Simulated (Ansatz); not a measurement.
Two members of one family (Si nanocrystals, cubic, H-capped), computed with Ansatz in the gas phase. Binding counts from free atoms in the multiplicity of their measured ground term, without zero-point energy. Sets without diffuse functions give affinities that are too small. A dash marks a value that wasn't run or was left out as unsound. The structures are stationary points that may keep the symmetry of their start. Remarks come from the PBE and PBE0 runs and from stability tests at other levels; not every state was tested. A HOMO above zero means that the electron is unbound at that level and held by the basis, or that self-interaction error raises the level; the energy of removing that electron tells which. HOMO above LUMO (over both spins in singlets and doublets, within one spin in higher multiplets; at PBE or PBE0), or a gap under 0.15 eV within one spin, warns that the state may not be the lowest or that an electron is smeared out.

First: Si14H20 (singlet, charge 0, PBE-D4/def2-SVP geometry).

```csv
atom,x (Å),y (Å),z (Å)
Si1,2.423,0.910,2.406
Si2,-1.009,-2.746,-1.979
Si3,1.879,-0.341,-1.189
Si4,-0.471,-1.499,1.614
Si5,-1.210,2.169,2.513
Si6,-1.747,0.914,-1.083
Si7,1.143,3.330,-0.302
Si8,-1.145,-3.330,0.300
Si9,1.747,-0.916,1.087
Si10,1.011,2.746,1.977
Si11,1.212,-2.168,-2.514
Si12,-2.422,-0.910,-2.407
Si13,0.470,1.496,-1.612
Si14,-1.878,0.339,1.194
H15,3.852,1.273,2.078
H16,2.351,0.539,3.868
H17,-1.441,-3.920,-2.825
H18,3.303,0.045,-1.518
H19,-0.551,-1.856,3.081
H20,-1.307,1.806,3.975
H21,-2.122,3.344,2.255
H22,-2.642,2.104,-1.343
H23,2.559,3.716,-0.652
H24,0.246,4.511,-0.580
H25,-0.254,-4.515,0.580
H26,-2.564,-3.710,0.647
H27,2.643,-2.105,1.348
H28,1.443,3.921,2.823
H29,2.123,-3.343,-2.261
H30,1.306,-1.798,-3.974
H31,-2.344,-0.533,-3.867
H32,-3.850,-1.274,-2.087
H33,0.550,1.848,-3.079
H34,-3.302,-0.046,1.524
```

| level | HOMO (eV) | LUMO (eV) | gap (eV) | vertical IE (eV) | vertical EA (eV) | vertical triplet (eV) | binding per atom (eV) |
| --- | --- | --- | --- | --- | --- | --- | --- |
| LDA (SPW92)/def2-TZVP | -6.38 | -2.18 | 4.20 | 8.02 | 0.60 | – | 3.60 |
| PBE-D4/def2-TZVP | -6.32 | -2.06 | 4.26 | 8.02 | 0.61 | 4.19 | 3.25 |
| r2SCAN-D4/def2-TZVP | -6.54 | -1.93 | 4.61 | – | – | – | 3.27 |
| PBE0-D4/def2-SVP | -7.33 | -1.25 | 6.09 | – | – | – | 3.25 |
| PBE0-D4/def2-TZVP | -7.28 | -1.35 | 5.93 | 8.47 | 0.40 | 4.82 | 3.25 |

Remarks: HOMO above zero (-1 doublet), gap within one spin near zero at PBE or PBE0 (-1 doublet), gap within one spin near zero at PBE or PBE0 (triplet).

Second: Si17H24 (singlet, charge 0, PBE-D4/def2-SVP geometry).

```xyz
41

Si   -0.949   -4.324   -0.608
Si   -3.037   -0.515   -0.749
Si    1.934    1.966    2.956
Si   -1.360    2.378    1.029
Si    0.318   -1.057    1.169
Si    0.312   -1.243   -2.654
Si    1.925    1.776   -0.880
Si   -1.357    2.186   -2.833
Si    0.072   -3.394    1.301
Si    1.554   -0.356    3.047
Si   -1.749    0.057    1.137
Si    0.083   -3.585   -2.595
Si   -1.762   -0.132   -2.691
Si   -0.139    3.082    2.914
Si    3.150    2.478    1.005
Si   -0.154    2.878   -0.929
Si    1.536   -0.541   -0.773
H    -0.857   -5.830   -0.541
H    -2.410   -3.952   -0.628
H    -4.244    0.390   -0.793
H    -3.521   -1.940   -0.683
H     2.720    2.408    4.169
H    -2.692    3.093    0.975
H     1.064   -0.852   -3.907
H     2.681    2.096   -2.150
H    -2.667    2.932   -2.915
H    -0.557    2.490   -4.077
H    -0.718   -3.752    2.537
H     1.453   -3.987    1.442
H     0.800   -0.708    4.306
H     2.870   -1.096    3.063
H    -2.497   -0.267    2.410
H    -0.707   -4.067   -3.787
H     1.460   -4.195   -2.669
H    -2.541   -0.585   -3.904
H    -0.912    2.766    4.171
H     0.084    4.572    2.857
H     3.393    3.965    0.934
H     4.486    1.779    1.040
H     0.085    4.370   -0.981
H     2.852   -1.284   -0.716
```

Q: Estimate how these quantities change from the first to the second (second minus first).

A: 
```csv
level,Δ HOMO (eV),Δ LUMO (eV),Δ gap (eV),Δ vertical IE (eV),Δ vertical EA (eV),Δ vertical triplet (eV),Δ binding per atom (eV)
LDA (SPW92)/def2-TZVP,0.13,-0.13,-0.26,-0.23,0.24,–,0.01
PBE-D4/def2-TZVP,0.14,-0.08,-0.22,-0.23,0.17,-0.25,0.01
r2SCAN-D4/def2-TZVP,0.15,-0.08,-0.23,–,–,–,0.01
PBE0-D4/def2-SVP,0.16,-0.11,-0.28,–,–,–,0.01
PBE0-D4/def2-TZVP,0.17,-0.10,-0.26,-0.25,0.14,-0.29,0.01
```

Remarks: HOMO above zero (-1 doublet), gap within one spin near zero at PBE or PBE0 (-1 doublet), gap within one spin near zero at PBE or PBE0 (triplet).
